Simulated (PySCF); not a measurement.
# Polarisability and C₆ of Sc²⁺ (scandium, charge +2)

[Ar] 3d1, 2D determinant. Calculation: PySCF 2.14, in aug-cc-pVQZ-DK (9s8p6d4f3g2h, 140 functions); the spin-free X2C one-electron Hamiltonian (Gaussian nucleus). Coupled (time-dependent) response in atomic units; α is the mean over directions.

| method | mean α (bohr³) | α xx, yy, zz | C₆ (like pair) | S(−4) |
| --- | --- | --- | --- | --- |
| TPSS | 5.028 | 5.933, 5.933, 3.218 | 14.79 | 29.34 |

S(−4) is the Cauchy moment in α(ω) = α(0) + S(−4) ω² + …

α(iu) at TPSS:

```
u (hartree)  α(iu) (bohr³)
          0          5.028
     0.0500          4.957
      0.100          4.771
      0.200          4.271
      0.300          3.814
      0.500          3.149
      0.750          2.569
       1.00          2.126
       1.50          1.485
       2.00          1.067
       3.00         0.6083
       5.00         0.2671
```

A single London oscillator, α(iu) = α/(1 + u²/ω²), gives C₆ = (3/4) ω α². Matching the computed C₆ needs ω = 4 × 14.79 / (3 × 5.028²) = 0.780 hartree.

For an ion, C₆ is the dispersion term alone; charge-induced terms of lower order in 1/R come first.

The components differ because the open shell of this determinant is not spherical; for a pure term their mean is the scalar polarisability.
